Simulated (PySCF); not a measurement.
`C=NB(C)C/C=C/C#N`, C$_{6}$H$_{9}$BN$_{2}$

Geometry (Å), atoms numbered from 1 in this order:
```xyz
18

C    -2.5563   -1.6060   -1.2979
N    -1.8240   -0.7680   -0.7513
B    -1.0290    0.1284   -0.1590
C    -1.1593    1.6860   -0.4512
C     0.1300   -0.4049    0.8428
C     1.3785   -0.5457    0.0614
C     2.3995    0.3161    0.1052
C     3.5444    0.1719   -0.6943
N     4.4825    0.0647   -1.3479
H    -3.4982   -1.9192   -0.8521
H    -2.2879   -2.0637   -2.2476
H    -1.3410    2.2397    0.4673
H    -1.9604    1.9237   -1.1453
H    -0.2313    2.0678   -0.8721
H    -0.1504   -1.3729    1.2585
H     0.2733    0.3028    1.6590
H     1.4276   -1.3881   -0.6174
H     2.3933    1.1738    0.7658
```

Computed, not measured: GIAO B3LYP/pcSseg-1 magnetisability, rotational g tensor and spin-rotation constants, non-relativistic, gas phase (PySCF 2.14.0). Geometry: GFN2-xTB.

Give the nuclear spin-rotation constants along the inertial axes (H = +C I·J) beside the isotropic shieldings.

Rotational constants 3.1275, 0.6852, 0.6438 GHz. A star marks the isotopologue with that one atom substituted, in its own axes.
| atom | isotope | Caa (kHz) | Cbb (kHz) | Ccc (kHz) | mean (kHz) | σ (ppm) |
| --- | --- | --- | --- | --- | --- | --- |
| N2 | 14N | 0.764 | 0.158 | 0.100 | 0.341 | -152.1 |
| B3 | 11B | 0.806 | 0.183 | 0.153 | 0.381 | 72.9 |
| N9 | 14N | 0.344 | 0.133 | 0.123 | 0.200 | -48.3 |
| H10 | 1H | 0.183 | -0.066 | -0.040 | 0.025 | 24.4 |
| H11 | 1H | -0.287 | 0.006 | -0.012 | -0.098 | 24.4 |
| H12 | 1H | -0.379 | -0.014 | -0.049 | -0.147 | 31.4 |
| H13 | 1H | -0.174 | -0.074 | -0.033 | -0.094 | 31.5 |
| H14 | 1H | -0.045 | -0.072 | -0.058 | -0.058 | 31.1 |
| H15 | 1H | -0.279 | -0.041 | -0.026 | -0.115 | 29.8 |
| H16 | 1H | -0.325 | -0.002 | -0.054 | -0.127 | 29.8 |
| H17 | 1H | -0.309 | 0.062 | -0.063 | -0.104 | 25.0 |
| H18 | 1H | -0.334 | 0.047 | -0.066 | -0.117 | 26.6 |
| C1 | 13C* | 1.156 | 0.223 | 0.186 | 0.521 | 43.5 |
| C4 | 13C* | 0.412 | 0.086 | 0.078 | 0.192 | 179.1 |
| C5 | 13C* | 0.563 | 0.129 | 0.104 | 0.265 | 146.3 |
| C6 | 13C* | 1.226 | 0.343 | 0.150 | 0.573 | 16.1 |
| C7 | 13C* | 0.888 | 0.237 | 0.131 | 0.419 | 79.3 |
| C8 | 13C* | 0.512 | 0.268 | 0.234 | 0.338 | 60.1 |

For the geometry as given, no vibrational averaging.
